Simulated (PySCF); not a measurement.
Vibration and rotation of BeF

UHF-CCSD(T) constants of BeF, ²Σ⁺ (doublet), unpaired electrons σ ↑ (Be def2-TZVP, F def2-TZVP; no relativity (PySCF 2.14); masses 9.0122 and 18.9984 u):

- ωe: 1228.5 cm⁻¹
- ωexe: 9.23 cm⁻¹
- Be: 1.4578 cm⁻¹
- αe: 0.0178 cm⁻¹
- De to Be + F: 5.46 eV

Q: What force constant and bond length do these constants imply?

A: Reduced mass μred = 6.1126 u; k = 5.8918×10⁻⁷·μred·ωe² (u, cm⁻¹, mdyn/Å) = 5.44 mdyn/Å; Re = √(16.8576/(μred·Be)) (u, cm⁻¹, Å) = 1.375 Å.

Q: Estimate the centrifugal constant D from the Kratzer relation and find the Dunham coefficient a1.

A: D = 4Be³/ωe² = 8.21e-06 cm⁻¹; a1 = −1 − αeωe/(6Be²) = -2.71.

Correlated steps freeze 1 core orbital. The state is the lowest determinant that a PBE0 search found; another state may lie lower at other levels.
